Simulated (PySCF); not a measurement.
## TDDFT excited states: C3H7ClF2Si

C3H7ClF2Si.
SMILES with atom numbers: `[F:1][CH2:2][CH2:3][SiH2:4][C@@H:5]([F:6])[Cl:7]` (hydrogens: H8, H9 on C2; H10, H11 on C3; H12, H13 on Si4; H14 on C5)

Computed with TDDFT B3LYP/def2-SVPD, vertical, gas phase, core orbitals frozen in the response (PySCF 2.14.0, density-fitted response routines). One conformer (not necessarily the lowest) at the GFN2-xTB geometry, without solvent, vibrations or thermal averaging. Torsions of this conformer, `[F:1][CH2:2][CH2:3][SiH2:4][C@@H:5]([F:6])[Cl:7]`: F1–C2–C3–Si4 -51°, C2–C3–Si4–C5 -177°, C3–Si4–C5–F6 180°.

```
state  E (eV)  E (hartree)       f   main configurations (H = HOMO, L = LUMO)
   S1    6.67       0.2449   0.025                                  H→L (89%)
   S2    7.30       0.2682   0.012                   H→L+1 (73%), H→L+2 (11%)
   S3    7.38       0.2713   0.011                   H→L+2 (82%), H→L+1 (14%)
   S4    7.55       0.2773  0.0063                   H-1→L (72%), H-2→L (18%)
   S5    7.79       0.2864  0.0068       H-2→L (40%), H→L+3 (37%), H-1→L (9%)
   S6    7.94       0.2918   0.022      H→L+3 (41%), H-2→L (32%), H-1→L (14%)
   S7    8.10       0.2976   0.010  H→L+4 (56%), H-1→L+1 (24%), H-2→L+1 (10%)
   S8    8.13       0.2989   0.036  H-1→L+1 (36%), H→L+4 (32%), H-2→L+1 (18%)
```

Triplets, Tamm–Dancoff:

```json
{"state": "T1", "E (eV)": "6.04", "λ (nm)": "205.3", "main configurations (H = HOMO, L = LUMO)": "H→L (84%)"}
{"state": "T2", "E (eV)": "6.89", "λ (nm)": "179.9", "main configurations (H = HOMO, L = LUMO)": "H-1→L (46%), H-2→L (31%)"}
{"state": "T3", "E (eV)": "6.96", "λ (nm)": "178.1", "main configurations (H = HOMO, L = LUMO)": "H→L+2 (44%), H→L+1 (28%), H→L (9%)"}
```

The lowest singlet comes at 186 nm (643 kJ/mol) in the vacuum ultraviolet; it is weak; its leading configuration is HOMO→LUMO (89%). The most intense listed level is S8 at 8.13 eV (152 nm, f = 0.036), 1.47 eV above S1. It is the last of those listed, so stronger ones may follow. Löwdin shares by element: HOMO chlorine 47%, carbon 20% or more, silicon 11%, fluorine 10% or more; LUMO chlorine 35%, carbon 19% or more, silicon 15%, hydrogen 8% or more (atoms not listed hold the other 24%). The oscillator strengths of these states sum to 0.130; summed over the whole spectrum of an exact calculation they would give the number of electrons, 74 (Thomas–Reiche–Kuhn). Orbital energies (eV): HOMO-3 -9.64, HOMO-2 -9.07, HOMO-1 -8.92, HOMO -8.06, LUMO -0.25, LUMO+1 0.07, LUMO+2 0.35. Of the 8 states listed, 6 reach f = 0.01 and none stays under 0.0005. No computed singlet lies in the visible range (380 to 750 nm); the lowest, at 186 nm, stands 3.40 eV above its violet end (3.26 eV). The window holds the lowest 8 singlets.
